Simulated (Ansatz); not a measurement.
System: sum formula ZrH₃F, charge 0, multiplicity 1. SMILES: [F][ZrH3]
Geometry: optimised at B3LYP-D3(BJ)/def2-TZVP (Ansatz, a program for electronic structure).

Property: vertical triplet-singlet gap (E(triplet) - E(singlet); each state is the SCF solution reached for its spin; the molecule has degenerate orbitals, so one determinant may break the symmetry), in eV. Cores are frozen in the correlated levels unless marked. Open shells are spin-unrestricted. No spin-orbit coupling. The frozen core is the preceding noble-gas configuration, with the filled d and f shells of earlier blocks. Past Kr the def2 sets carry scalar-relativistic core potentials. CBS(X,Y): correlation extrapolated as X^-3; Hartree-Fock from the larger set. [CCSD(T)-MP2]/basis is that difference in the basis named.

```
level                                                          program  vertical triplet-singlet gap (eV)
-------------------------------------------------------------  -------  ---------------------------------
PBE/def2-TZVPD                                                  Ansatz                         (withheld)
r2SCAN/def2-TZVPD                                               Ansatz                               3.77
wB97M-V/def2-TZVPD                                              Ansatz                         (withheld)
wB97X-V/def2-TZVPD                                              Ansatz                         (withheld)
B2PLYP/def2-TZVPD                                               Ansatz                         (withheld)
SCS-MP2/def2-SVPD                                               Ansatz                               4.28
SCS-MP2/def2-TZVPPD                                             Ansatz                               4.35
CCSD/def2-SVPD                                                  Ansatz                               4.13
CCSD/def2-TZVPPD                                                Ansatz                               4.15
RI-MP2/CBS(def2-TZVPPD,def2-QZVPPD)+[CCSD(T)-MP2]/def2-TZVPPD   Ansatz                               4.19
```

Q: What belongs in the gaps?

A: 
- PBE/def2-TZVPD, vertical triplet-singlet gap (eV): 3.63
- wB97M-V/def2-TZVPD, vertical triplet-singlet gap (eV): 4.09
- wB97X-V/def2-TZVPD, vertical triplet-singlet gap (eV): 4.22
- B2PLYP/def2-TZVPD, vertical triplet-singlet gap (eV): 4.08
